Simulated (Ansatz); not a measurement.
`[Cl][GeH2][SiH2]Br` + CH₃OH → `C[O][GeH2][Cl]` + `[SiH3]Br` at 700 K and 1 bar (cleavage of the Ge–Si bond).

Calculated with Ansatz (gas phase, PBE0-D4/def2-TZVP geometries, no zero-point term in ΔE). CCSD(T)/CBS is the MP2 limit (def2-TZVPP, def2-QZVPP) plus CCSD(T) − MP2 in def2-TZVPP, frozen cores. This one scheme is used for every species. For Br, Ge outer-core shells are correlated without core-valence functions, which leaves a few kJ/mol of doubt a bond. Scalar relativity is left out up to krypton. One conformer a species, not always the lowest.

```
             species  CCSD(T)/CBS energy (Eh)  H − E (kJ/mol)  S (J/(mol·K))
`[Cl][GeH2][SiH2]Br`              -5400.77665           167.4          490.5
               CH₃OH               -115.61712           170.8          288.5
    `C[O][GeH2][Cl]`              -2652.16457           222.9          453.0
          `[SiH3]Br`              -2864.23411           106.5          319.2
```

H − E and S are ideal-gas, rigid-rotor, harmonic terms from PBE0-D4/def2-TZVP, for one conformer and one mirror image of each species. 1 Eh = 2625.50 kJ/mol, R = 8.31446 J/(mol·K).

Task: By hand: ΔE, ΔH, ΔS and ΔG.

Result: ΔE = (-2652.16457) + (-2864.23411) − (-5400.77665) − (-115.61712) = -0.00491 Eh = -12.9 kJ/mol. Δ(H − E) = 222.9 + 106.5 − 167.4 − 170.8 = -8.8, so ΔH = -21.7 kJ/mol. ΔS = 453.0 + 319.2 − 490.5 − 288.5 = -6.8 J/(mol·K). ΔG = -21.7 − 700 × (-6.8)/1000 = -16.9 kJ/mol.

Task: By hand: the equilibrium constant, and the temperature at which ΔG would vanish if ΔH and ΔS stayed fixed.

Result: log₁₀ K = −ΔG/(RT ln 10) = 1.3. ΔG = 0 at ΔH/ΔS = 3191 K, far beyond where these terms or the molecules hold.

The number of gas molecules stays the same, so ΔS is small and ΔH decides. A doubt of 5 kJ/mol in ΔE shifts log₁₀ K by 0.4 here. Other conformers and mirror images would add mixing entropy, several J/(mol·K) or more a flexible species. Modes under 60 cm⁻¹, often nearly free rotors, make the harmonic entropy too high. These are equilibria of isolated gas molecules and say nothing of rates. Largest T1 diagnostic: 0.011 (customary marks: 0.02 for closed shells, 0.045 for open ones).
